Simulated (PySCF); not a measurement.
**Levels of Ir⁷²⁺ from EOM-EA-GCCSD**

Reference: closed-shell Ir⁷³⁺, [He] 2s2; one electron is added. Calculated with PySCF 2.14, two-component X2C-1e with screened spin-orbit coupling, an uncontracted even-tempered set (16 s from 15 bohr⁻², ratio 2.6; 13 p from 20 bohr⁻², ratio 2.6; 7 d from 20 bohr⁻², ratio 2.8; 4 f from 380 bohr⁻², ratio 2.8); frozen nothing; the 28 highest virtual spinors dropped; of the others 54 kept and the rest restored at second order. No Breit or QED terms. Binding energies in eV.

| level | Koopmans |
| --- | --- |
| 2p1/2 | 20671.1 |
| 2p3/2 | 18900.6 |

(1) How does correlation move these levels?

For comparison, the ionisation energy of Ir⁷²⁺ is 20650 ± 70 eV (theoretical estimate listed by NIST; NIST Atomic Spectra Database, ionization energies).

Only part of the computed levels is shown.

## Answers

(1) 2p1/2: second order 20669.6, EOM-CCSD 20665.4; 2p3/2: second order 18901.7, EOM-CCSD 18901.7.
